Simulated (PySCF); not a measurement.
In(H)2(nPr) (C3H9In), SMILES C([CH2][InH2])C. Geometry: PBE0-D3(BJ)/def2-SVP. The structure was generated by enumeration; whether it is a known compound was not checked. The def2 effective core potentials stand for the cores of In; spin–orbit coupling is left out. One conformer was computed; it need not be the lowest.

Computed equilibrium geometry at PBE0-D3(BJ)/def2-SVP (PySCF confirms it by a frequency run) as bond lengths and angles, and its point group (one conformer of several):
point group Cs.
Atoms: In1 H2 H3 C4 C5 C6 H7 H8 H9 H10 H11 H12 H13. Bond lengths (Å): In1–H2 1.740, In1–H3 1.741, In1–C4 2.176, C4–C5 1.525, C4–H7 1.105, C4–H8 1.105, C5–C6 1.523, C5–H9 1.104, C5–H10 1.104, C6–H11 1.102, C6–H12 1.102, C6–H13 1.102. Bond angles (°): H2–In1–H3 119.3, H2–In1–C4 120.6, H3–In1–C4 120.1, In1–C4–C5 115.8, In1–C4–H7 106.8, In1–C4–H8 106.8, C5–C4–H7 110.8, C5–C4–H8 110.8, H7–C4–H8 105.1, C4–C5–C6 113.3, C4–C5–H9 109.9, C4–C5–H10 109.9, C6–C5–H9 109.2, C6–C5–H10 109.2, H9–C5–H10 105.1, C5–C6–H11 111.1, C5–C6–H12 111.8, C5–C6–H13 111.1, H11–C6–H12 107.7, H11–C6–H13 107.3, H12–C6–H13 107.7.
